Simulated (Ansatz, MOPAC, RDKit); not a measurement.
Molecule: difluoro(dihydroxy)silane, H2SiO2F2 (charge 0, singlet). SMILES: F[Si](F)(O)O

Atoms: O1, Si2, O3, F4, F5, H6, H7. Bonds: O1-Si2, O1-H6, Si2-O3, Si2-F4, Si2-F5, O3-H7.

Bond lengths (Å) and angles (degrees) optimised at MMFF94 with RDKit; AM1 with MOPAC; HF/3-21G with Ansatz (a program for electronic structure), each started from the B3LYP-D3(BJ)/def2-TZVP structure (Ansatz) of the last column. A row stands for all coordinates that are equal there; 8 of 13 kinds are shown. No wavenumbers were computed at MMFF94, so these may be saddle points.

```tsv
coordinate	MMFF94	AM1	HF/3-21G	B3LYP-D3(BJ)/def2-TZVP
O1-Si2	1.643	1.728	1.614	1.613
O1-H6	0.967	0.946 to 0.950	0.955	0.960
Si2-O3	1.646	1.731	1.618	1.621
Si2-F4	1.595	1.601	1.599	1.588
Si2-F5	1.594	1.601	1.599	1.580
O1-Si2-O3	109.9	104.3	110.4	110.0
O1-Si2-F4	109.1	111.4	110.5	112.2
O1-Si2-F5	110.5	111.2	110.4	107.1
```

A range marks coordinates that this level makes unequal.

Mean signed difference of all 6 bond lengths from B3LYP-D3(BJ)/def2-TZVP: MMFF94 0.015 Å, AM1 0.039 Å, HF/3-21G 0.003 Å.
